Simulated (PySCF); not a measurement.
TaF₆, SMILES [F][Ta-]([F])([F])([F])([F])[F], charge -1, multiplicity 1.

Geometry: PBE-D3(BJ)/def2-SVPD. The multiplicity is an assumed one; no other spin state was optimised. The isomer is the one that the SMILES or the coordinates give; other isomers of the formula were not compared. The def2 effective core potentials stand for the cores of Ta; spin–orbit coupling is left out.

The numbers are results of PBE-D3(BJ)/def2-SVPD run with PySCF, not measurements.

Frequencies are harmonic and unscaled.

Modes within 1.5 cm⁻¹ of each other (mostly degenerate sets) share a row, with their intensities summed.

```json
[
 {"mode": "1–3", "ν (cm⁻¹)": "116", "IR (km/mol)": "0.0", "moving atoms (share of kinetic energy)": "F 100 %"},
 {"mode": "4–6", "ν (cm⁻¹)": "214", "IR (km/mol)": "103.1", "moving atoms (share of kinetic energy)": "F 79 %, Ta 21 %"},
 {"mode": "7–9", "ν (cm⁻¹)": "255", "IR (km/mol)": "0.0", "moving atoms (share of kinetic energy)": "F 100 %"},
 {"mode": "10–11", "ν (cm⁻¹)": "558", "IR (km/mol)": "0.0", "moving atoms (share of kinetic energy)": "F 100 %"},
 {"mode": "12–14", "ν (cm⁻¹)": "571", "IR (km/mol)": "881.8", "moving atoms (share of kinetic energy)": "F 82 %, Ta 18 %"},
 {"mode": "15", "ν (cm⁻¹)": "638", "IR (km/mol)": "0.0", "moving atoms (share of kinetic energy)": "F 100 %"}
]
```
